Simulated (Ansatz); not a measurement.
Basis-set extrapolation for C6H14AlCl, SMILES `C[CH](C)[Al]([Cl])[CH](C)C` (PBE0-D4/def2-TZVP geometry, frozen core, Ansatz). Multiplicity 1, RHF reference.

|  | def2-TZVPP | def2-QZVPP |
| --- | --- | --- |
| HF | -936.960721 | -936.991390 |
| MP2 correlation | -1.326557 | -1.417844 |
| CCSD(T) correlation | -1.472949 | not run |

Energies in hartree. Use E(X) = E(∞) + A·exp(−7.88·√X) for Hartree–Fock and E(X) = E(∞) + B·X^(−2.97) for correlation, with X = 3 and 4, and add CCSD(T) minus MP2 of the smaller set to the MP2 limit.

What is the CCSD(T) energy at the basis-set limit?

HF limit: -936.991390 + (-0.030669) × 0.13774 = -936.99561. MP2 limit: -1.417844 + (-0.091287) × 0.74074 = -1.48546. Higher-order term: -1.472949 − (-1.326557) = -0.14639. Total: -938.62746 hartree, 508.8 kJ/mol below CCSD(T)/def2-TZVPP.
